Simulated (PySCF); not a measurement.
# BiF: energy against distance

Set-up: basis Bi def2-SVPD with ECP60, F def2-SVPD; scalar-relativistic core potentials; PySCF 2.14. Energies in eV from Bi + F in their ground configurations at the same level. State: ³Σ⁻ (triplet), unpaired electrons π ↑↑.

```tsv
R (Å)	r²SCAN0	CAM-B3LYP	UHF
1.784	-2.367	-2.760	-0.679
1.867	-3.045	-3.463	-1.349
1.950	-3.395	-3.837	-1.689
2.012	-3.504	-3.963	-1.791
2.074	-3.519	-3.993	-1.798
2.136	-3.464	-3.950	-1.736
2.219	-3.313	-3.815	-1.575
2.323	-3.046	-3.563	-1.297
2.447	-2.668	-3.199	-0.905
```

Problem. Put a parabola through the three lowest points of the r²SCAN0 curve and estimate Re, k and ωe (reduced mass 17.42 u; 1 eV/Å² = 0.16022 mdyn/Å; ωe = 1302.8·√(k/μ) cm⁻¹).

Solution. Through R = 2.012, 2.074, 2.136 Å the second-order coefficient is 9.11 eV/Å², so Re ≈ 2.056 Å, k ≈ 2.92 mdyn/Å and ωe ≈ 533 cm⁻¹. A polynomial fit of higher order to the unrounded r²SCAN0 energies gives Re = 2.054 Å, k = 3.19 mdyn/Å, ωe = 558 cm⁻¹; anharmonicity and rounding make the difference.

The higher-order fit for each curve: r²SCAN0: Re = 2.054 Å, ωe = 558 cm⁻¹, De = 3.52 eV; CAM-B3LYP: Re = 2.065 Å, ωe = 548 cm⁻¹, De = 3.99 eV; UHF: Re = 2.048 Å, ωe = 565 cm⁻¹, De = 1.81 eV.

Spin–orbit coupling is left out, which matters for elements this heavy, above all for dissociation energies. The state is the lowest determinant that a PBE0 search found; another state may lie lower at other levels.
